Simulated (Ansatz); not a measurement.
Ansatz (a quantum-chemistry and plane-wave program) job for N-methyl-N-silylpropan-2-amine (C₄H₁₃NSi), SMILES CC(N(C)[SiH3])C, B3LYP-D3(BJ)/def2-SVP. 

Ansatz 0.2 input:
```yaml
crystal:
  periodic: [false, false, false]
  atoms:
    - {symbol: C, position_ang: [-1.69807075, -1.31006504, 0.59436389]}
    - {symbol: C, position_ang: [-0.97486912, 0.00294003, 0.28087630]}
    - {symbol: C, position_ang: [-1.68959145, 0.75703946, -0.84450347]}
    - {symbol: N, position_ang: [0.43617115, -0.20500196, 0.01241965]}
    - {symbol: C, position_ang: [0.74332333, -1.02342469, -1.13704924]}
    - {symbol: Si, position_ang: [1.61231588, 0.89320723, 0.61451356]}
    - {symbol: H, position_ang: [-2.67176207, -1.09573274, 1.02783128]}
    - {symbol: H, position_ang: [-1.11873356, -1.89124262, 1.30757064]}
    - {symbol: H, position_ang: [-1.85171258, -1.90350831, -0.30356286]}
    - {symbol: H, position_ang: [-1.01631916, 0.62671819, 1.18006150]}
    - {symbol: H, position_ang: [-1.76386816, 0.14184331, -1.73828262]}
    - {symbol: H, position_ang: [-2.69504598, 1.02644513, -0.53084223]}
    - {symbol: H, position_ang: [-1.14354982, 1.66580371, -1.08777332]}
    - {symbol: H, position_ang: [1.81522139, -1.20591938, -1.16463567]}
    - {symbol: H, position_ang: [0.45934724, -0.54371261, -2.08033291]}
    - {symbol: H, position_ang: [0.23535250, -1.98663251, -1.07093733]}
    - {symbol: H, position_ang: [1.79202529, 2.13051686, -0.16849388]}
    - {symbol: H, position_ang: [2.87611442, 0.15651544, 0.61473550]}
    - {symbol: H, position_ang: [1.17255814, 1.25007946, 1.96240970]}
basis:
  gaussian:
    orbitals: def2-SVP
hamiltonian:
  xc: b3lyp
  dispersion: d3bj
relax: {f_tol: 0.002, max_steps: 200}
```

Log of the run:

```
WARN ansatz: RAYON_NUM_THREADS=2 ignored (pool sized by the plan → 2); use --threads N
Functional definition: B3LYP
integrals: 0.17 GiB planned
1715 factors; integrals over basis functions are off by at most 4.5e-4 eV
mean field: 1.02 GiB planned
mean field evaluation 1: about -13710.3826 eV, gradient 6.8e1 eV
mean field evaluation 2: about -13697.6059 eV, gradient 9.9e1 eV
mean field evaluation 4: about -13721.8046 eV, gradient 5.0e0 eV
mean field evaluation 8: about -13721.8914 eV, gradient 6.7e-2 eV
mean field evaluation 16: about -13721.8915 eV, gradient 1.6e-5 eV
mean field -13721.89145156 eV, -504.2702098128 hartree, gradient 1.6e-5 eV, S^2 0.000000; 0 other end points of the search recorded, 0 dependent functions left out
the calculation of the forces begins
reference -13721.89173980 eV, -504.2702204055 hartree; 29, 29 occupied and 124, 124 virtual orbitals, 1715 factors
relax step   1: F+E_penalty+E_count = -13722.68668065 eV  Δ(F+E_penalty+E_count) = +0.000e0 eV  max|allowed force component| = 5.909e-1 eV/Å  Δτ_max = 0.0000 Å  (26 SCF iters, accepted)
these checks for a lower state are left out or cut short: starts, cluster_reference, orbital_swaps, neighbouring_geometries, increment
integrals: 0.17 GiB planned
1715 factors; integrals over basis functions are off by at most 4.9e-4 eV
mean field: 1.02 GiB planned
mean field -13721.99540121 eV, -504.2740298920 hartree, gradient 8.1e-6 eV, S^2 0.000000; 0 other end points of the search recorded, 0 dependent functions left out
the calculation of the forces begins
reference -13721.99569250 eV, -504.2740405965 hartree; 29, 29 occupied and 124, 124 virtual orbitals, 1715 factors
relax step   2: F+E_penalty+E_count = -13722.77708011 eV  Δ(F+E_penalty+E_count) = -9.040e-2 eV  max|allowed force component| = 2.107e-1 eV/Å  Δτ_max = 0.0653 Å  (30 SCF iters, accepted)
these checks for a lower state are left out or cut short: starts, cluster_reference, orbital_swaps, neighbouring_geometries, increment
integrals: 0.17 GiB planned
1715 factors; integrals over basis functions are off by at most 5.1e-4 eV
mean field: 1.02 GiB planned
mean field -13722.00535834 eV, -504.2743958098 hartree, gradient 7.2e-6 eV, S^2 0.000000; 0 other end points of the search recorded, 0 dependent functions left out
the calculation of the forces begins
reference -13722.00564976 eV, -504.2744065190 hartree; 29, 29 occupied and 124, 124 virtual orbitals, 1715 factors
relax step   3: F+E_penalty+E_count = -13722.78485035 eV  Δ(F+E_penalty+E_count) = -7.770e-3 eV  max|allowed force component| = 9.365e-2 eV/Å  Δτ_max = 0.0337 Å  (29 SCF iters, accepted)
these checks for a lower state are left out or cut short: starts, cluster_reference, orbital_swaps, neighbouring_geometries, increment
integrals: 0.17 GiB planned
1715 factors; integrals over basis functions are off by at most 5.1e-4 eV
mean field: 1.02 GiB planned
mean field evaluation 32: about -13722.0053 eV, gradient 5.9e-1 eV
mean field -13722.00671177 eV, -504.2744455474 hartree, gradient 1.2e-5 eV, S^2 0.000000; 0 other end points of the search recorded, 0 dependent functions left out
the calculation of the forces begins
reference -13722.00700301 eV, -504.2744562502 hartree; 29, 29 occupied and 124, 124 virtual orbitals, 1715 factors
relax step   4: F+E_penalty+E_count = -13722.78565446 eV  Δ(F+E_penalty+E_count) = -8.041e-4 eV  max|allowed force component| = 4.241e-2 eV/Å  Δτ_max = 0.0171 Å  (22 SCF iters, accepted)
these checks for a lower state are left out or cut short: starts, cluster_reference, orbital_swaps, neighbouring_geometries, increment
integrals: 0.17 GiB planned
1715 factors; integrals over basis functions are off by at most 5.0e-4 eV
mean field: 1.02 GiB planned
mean field -13722.00675753 eV, -504.2744472291 hartree, gradient 8.4e-6 eV, S^2 0.000000; 0 other end points of the search recorded, 0 dependent functions left out
the calculation of the forces begins
reference -13722.00704852 eV, -504.2744579226 hartree; 29, 29 occupied and 124, 124 virtual orbitals, 1715 factors
relax step   5: F+E_penalty+E_count = -13722.78590996 eV  Δ(F+E_penalty+E_count) = -2.555e-4 eV  max|allowed force component| = 1.042e-2 eV/Å  Δτ_max = 0.0149 Å  (22 SCF iters, accepted)
these checks for a lower state are left out or cut short: starts, cluster_reference, orbital_swaps, neighbouring_geometries, increment
integrals: 0.17 GiB planned
1715 factors; integrals over basis functions are off by at most 5.1e-4 eV
[...]
integrals: 0.17 GiB planned
1715 factors; integrals over basis functions are off by at most 5.2e-4 eV
mean field: 1.02 GiB planned
mean field -13722.00699038 eV, -504.2744557862 hartree, gradient 1.2e-5 eV, S^2 0.000000; 0 other end points of the search recorded, 0 dependent functions left out
the calculation of the forces begins
reference -13722.00728130 eV, -504.2744664772 hartree; 29, 29 occupied and 124, 124 virtual orbitals, 1715 factors
relax step   8: F+E_penalty+E_count = -13722.78604207 eV  Δ(F+E_penalty+E_count) = -7.685e-5 eV  max|allowed force component| = 1.582e-2 eV/Å  Δτ_max = 0.0194 Å  (23 SCF iters, accepted)
these checks for a lower state are left out or cut short: starts, cluster_reference, orbital_swaps, neighbouring_geometries, increment
integrals: 0.17 GiB planned
1715 factors; integrals over basis functions are off by at most 5.2e-4 eV
mean field: 1.02 GiB planned
mean field evaluation 64: about -13722.0072 eV, gradient 3.9e-4 eV
mean field -13722.00716139 eV, -504.2744620705 hartree, gradient 9.7e-6 eV, S^2 0.000000; 0 other end points of the search recorded, 0 dependent functions left out
the calculation of the forces begins
reference -13722.00745234 eV, -504.2744727628 hartree; 29, 29 occupied and 124, 124 virtual orbitals, 1715 factors
relax step   9: F+E_penalty+E_count = -13722.78608106 eV  Δ(F+E_penalty+E_count) = -3.900e-5 eV  max|allowed force component| = 7.642e-3 eV/Å  Δτ_max = 0.0134 Å  (22 SCF iters, accepted)
these checks for a lower state are left out or cut short: starts, cluster_reference, orbital_swaps, neighbouring_geometries, increment
integrals: 0.17 GiB planned
1715 factors; integrals over basis functions are off by at most 5.3e-4 eV
mean field: 1.02 GiB planned
mean field -13722.00725497 eV, -504.2744655097 hartree, gradient 7.3e-6 eV, S^2 0.000000; 0 other end points of the search recorded, 0 dependent functions left out
the calculation of the forces begins
reference -13722.00754598 eV, -504.2744762038 hartree; 29, 29 occupied and 124, 124 virtual orbitals, 1715 factors
relax step  10: F+E_penalty+E_count = -13722.78610790 eV  Δ(F+E_penalty+E_count) = -2.683e-5 eV  max|allowed force component| = 5.129e-3 eV/Å  Δτ_max = 0.0101 Å  (22 SCF iters, accepted)
these checks for a lower state are left out or cut short: starts, cluster_reference, orbital_swaps, neighbouring_geometries, increment
integrals: 0.17 GiB planned
1715 factors; integrals over basis functions are off by at most 5.3e-4 eV
mean field: 1.02 GiB planned
mean field -13722.00728790 eV, -504.2744667196 hartree, gradient 2.3e-5 eV, S^2 0.000000; 0 other end points of the search recorded, 0 dependent functions left out
the calculation of the forces begins
reference -13722.00757894 eV, -504.2744774154 hartree; 29, 29 occupied and 124, 124 virtual orbitals, 1715 factors
relax step  11: F+E_penalty+E_count = -13722.78612102 eV  Δ(F+E_penalty+E_count) = -1.312e-5 eV  max|allowed force component| = 5.116e-3 eV/Å  Δτ_max = 0.0105 Å  (21 SCF iters, accepted)
these checks for a lower state are left out or cut short: starts, cluster_reference, orbital_swaps, neighbouring_geometries, increment
integrals: 0.17 GiB planned
1715 factors; integrals over basis functions are off by at most 5.3e-4 eV
mean field: 1.02 GiB planned
mean field -13722.00728739 eV, -504.2744667010 hartree, gradient 7.2e-5 eV, S^2 0.000000; 0 other end points of the search recorded, 0 dependent functions left out
the calculation of the forces begins
reference -13722.00757844 eV, -504.2744773967 hartree; 29, 29 occupied and 124, 124 virtual orbitals, 1715 factors
relax step  12: F+E_penalty+E_count = -13722.78613144 eV  Δ(F+E_penalty+E_count) = -1.042e-5 eV  max|allowed force component| = 4.136e-3 eV/Å  Δτ_max = 0.0041 Å  (19 SCF iters, accepted)
these checks for a lower state are left out or cut short: starts, cluster_reference, orbital_swaps, neighbouring_geometries, increment
integrals: 0.17 GiB planned
1715 factors; integrals over basis functions are off by at most 5.3e-4 eV
mean field: 1.02 GiB planned
mean field -13722.00728737 eV, -504.2744667001 hartree, gradient 6.3e-6 eV, S^2 0.000000; 0 other end points of the search recorded, 0 dependent functions left out
the calculation of the forces begins
reference -13722.00757841 eV, -504.2744773957 hartree; 29, 29 occupied and 124, 124 virtual orbitals, 1715 factors
relax step  13: F+E_penalty+E_count = -13722.78613826 eV  Δ(F+E_penalty+E_count) = -6.824e-6 eV  max|allowed force component| = 3.119e-3 eV/Å  Δτ_max = 0.0048 Å  (21 SCF iters, accepted)
these checks for a lower state are left out or cut short: starts, cluster_reference, orbital_swaps, neighbouring_geometries, increment
integrals: 0.17 GiB planned
1715 factors; integrals over basis functions are off by at most 5.4e-4 eV
mean field: 1.02 GiB planned
mean field -13722.00728068 eV, -504.2744664544 hartree, gradient 7.8e-6 eV, S^2 0.000000; 0 other end points of the search recorded, 0 dependent functions left out
the calculation of the forces begins
reference -13722.00757171 eV, -504.2744771496 hartree; 29, 29 occupied and 124, 124 virtual orbitals, 1715 factors
relax step  14: F+E_penalty+E_count = -13722.78614141 eV  Δ(F+E_penalty+E_count) = -3.148e-6 eV  max|allowed force component| = 9.497e-4 eV/Å  Δτ_max = 0.0049 Å  (21 SCF iters, accepted)
integrals: 0.17 GiB planned
1715 factors; integrals over basis functions are off by at most 5.4e-4 eV
mean field: 1.02 GiB planned
mean field evaluation 96: about -13722.0073 eV, gradient 7.8e-6 eV
mean field -13722.00728068 eV, -504.2744664544 hartree, gradient 7.8e-6 eV, S^2 0.000000; 1 other end points of the search recorded, 0 dependent functions left out
the calculation of the forces begins
reference -13722.00757171 eV, -504.2744771496 hartree; 29, 29 occupied and 124, 124 virtual orbitals, 1715 factors
Total energy: -13722.78643244 eV, -504.3030997533 hartree
Atom 0 at    -1.707838    -1.293247     0.630959 Å, force     0.000354     0.000554    -0.000121 eV/Å
Atom 1 at    -0.990322     0.011761     0.265789 Å, force    -0.000950    -0.000328    -0.000821 eV/Å
Atom 2 at    -1.723258     0.763286    -0.854668 Å, force    -0.000040    -0.000296     0.000637 eV/Å
Atom 3 at     0.433565    -0.206660    -0.025669 Å, force    -0.000174    -0.000731     0.000420 eV/Å
Atom 4 at     0.755996    -1.030547    -1.178060 Å, force    -0.000111     0.000596     0.000032 eV/Å
Atom 5 at     1.629734     0.866671     0.638282 Å, force    -0.000060    -0.000240    -0.000402 eV/Å
Atom 6 at    -2.729615    -1.084909     0.985022 Å, force    -0.000169    -0.000114     0.000026 eV/Å
Atom 7 at    -1.162305    -1.822224     1.426936 Å, force    -0.000030    -0.000133     0.000121 eV/Å
Atom 8 at    -1.794035    -1.968936    -0.234913 Å, force     0.000167    -0.000003     0.000118 eV/Å
Atom 9 at    -1.019107     0.653527     1.163783 Å, force     0.000001     0.000051    -0.000080 eV/Å
Atom 10 at    -1.774731     0.160684    -1.775827 Å, force    -0.000017    -0.000117    -0.000032 eV/Å
Atom 11 at    -2.757180     0.999588    -0.557070 Å, force    -0.000177     0.000070    -0.000064 eV/Å
Atom 12 at    -1.209999     1.707658    -1.094672 Å, force     0.000112     0.000121    -0.000182 eV/Å
Atom 13 at     1.840850    -1.215727    -1.213711 Å, force    -0.000370     0.000098    -0.000173 eV/Å
Atom 14 at     0.470456    -0.574764    -2.147084 Å, force     0.000229    -0.000254     0.000251 eV/Å
Atom 15 at     0.265245    -2.017323    -1.120823 Å, force     0.000297     0.000394    -0.000129 eV/Å
Atom 16 at     1.812623     2.167434    -0.092062 Å, force     0.000782    -0.000065    -0.000307 eV/Å
Atom 17 at     2.947352     0.166594     0.616084 Å, force     0.000155     0.000294    -0.000091 eV/Å
Atom 18 at     1.231475     1.203004     2.036073 Å, force    -0.000000     0.000102     0.000796 eV/Å
Dipole moment:    -0.168144    -0.096798    -0.101971 e Å
```

Self-consistency was reached.
